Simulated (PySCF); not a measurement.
Gas-phase reaction: SnF3 + 2 O ⇌ SnO2 + 3 F

Computed with PySCF and rigid-rotor harmonic-oscillator thermochemistry at 1 bar. † marks an energy on the PBE0/def2-TZVP geometry and frequencies. MP2 and CCSD(T) freeze the core. Open shells (unrestricted): SnF3 (multiplicity 2), O (multiplicity 3, electronic degeneracy 9), F (multiplicity 2, electronic degeneracy 6); the rest are closed-shell singlets. Spin-orbit splitting is ignored; it lowers the true energy and changes the entropy of O, F. B3LYP is the form with VWN-RPA correlation. Sn: scalar-relativistic def2 core potential, no spin-orbit coupling. SnF3, SnO2: computed as isolated molecules; such fragments, hydroxides, amides, oligomers or adducts are transient or little studied in the gas. MP2 isn't extrapolated to the basis-set limit; its ΔH°(298 K) is 495.4 kJ in def2-SVP and 440.2 kJ in def2-TZVPP. CCSD(T) isn't extrapolated to the basis-set limit; its ΔH°(298 K) is 494.7 kJ in def2-SVP and 461.4 kJ in def2-TZVPP. The harmonic model lacks anharmonicity and excited electronic states, which grow with temperature; levels with a mode under 35 cm⁻¹ are left out. Warning, large T1 diagnostic: SnO2 (CCSD(T)/def2-SVP†, CCSD(T)/def2-TZVPP†).

| level | ΔE electronic, kJ | ΔH°(298 K), kJ | ΔS°(298 K), J/K | ΔG°(600 K), kJ |
|---|---|---|---|---|
| B3LYP/def2-TZVP† | 475 | 476 | 98 | 417 |
| CCSD(T)/def2-SVP† | 494 | 495 | 98 | 436 |
| CCSD(T)/def2-TZVPP† | 461 | 461 | 98 | 403 |
| M06-2X/def2-TZVP† | 529 | 530 | 98 | 471 |
| MP2/def2-SVP† | 495 | 495 | 98 | 437 |
| PBE0/def2-SVP† | 505 | 506 | 98 | 447 |
| ωB97X-V/def2-TZVP† | 502 | 503 | 98 | 444 |
ΔH° is lowest at CCSD(T)/def2-TZVPP† and highest at M06-2X/def2-TZVP†. No reference value is set beside these.
